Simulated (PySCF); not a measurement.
OZn. Atoms are numbered in the order given.

```xyz
2

Zn     0.0000     0.0000    -0.3580
O      0.0000     0.0000     1.3427
```
Charge 0, spin multiplicity 1.

Geometry: PBE0-D3(BJ)/def2-TZVPD.

Calculation: M06-2X/def2-TZVPD (PySCF).

Isolated molecule, no solvent.

Computed frontier levels, gap, dipole moment and polarisability:
The highest occupied level is -8.68 eV. The lowest empty level comes out as -3.63 eV and the orbital gap comes out as 5.04 eV. The dipole moment is 6.22 D and the quadrupole, principal values (traceless, Buckingham form, about the centre of nuclear charge) is -2.94, 1.47, 1.47 D·Å. The mean static polarisability is 37.2 bohr³ (5.51 Å³) and the polarisability, principal values comes out as 29.2, 29.2, 53.1 bohr³.
